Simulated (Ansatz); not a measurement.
C2H6BBr, SMILES `BCCBr`. Total charge 0; spin multiplicity 1. The structure was optimised at the PBE0-D4/def2-TZVP level. It is one conformer, not always the lowest.

```xyz
10

B    -0.654   -0.843   -0.997
C     0.510   -0.324   -0.105
C     0.170    0.737    0.913
Br   -0.367    2.389    0.020
H    -0.414   -1.505   -1.965
H    -1.795   -0.657   -0.687
H     1.385   -0.036   -0.696
H     0.838   -1.235    0.434
H     1.007    1.017    1.549
H    -0.681    0.457    1.532
```

Q: What is the dipole moment at r2SCAN/def2-TZVPP? (Estimate.)

A: Computed: 2.31 D, with components (1.06, -1.72, 1.12) D in this frame, pointing from negative to positive charge.

Q: And with PBE, B3LYP, ωB97M-V? (Estimate.)

A: Ansatz gave: PBE 2.19 D, B3LYP 2.24 D, ωB97M-V 2.25 D.

Q: Give the Mulliken charges with r2SCAN, PBE, B3LYP in def2-TZVPP. (An estimate is asked.)

A: Ansatz gave: 
```csv
atom,r2SCAN,PBE,B3LYP
B1,-0.01,-0.06,-0.08
C2,-0.10,-0.15,-0.15
C3,-0.05,-0.15,-0.15
Br4,-0.16,-0.14,-0.15
H5,0.01,0.02,0.04
H6,0.01,0.03,0.04
H7,0.07,0.10,0.10
H8,0.04,0.08,0.07
H9,0.10,0.14,0.14
H10,0.09,0.13,0.13
```

B3LYP here is the variant with VWN-RPA as its local correlation; programs differ in this.
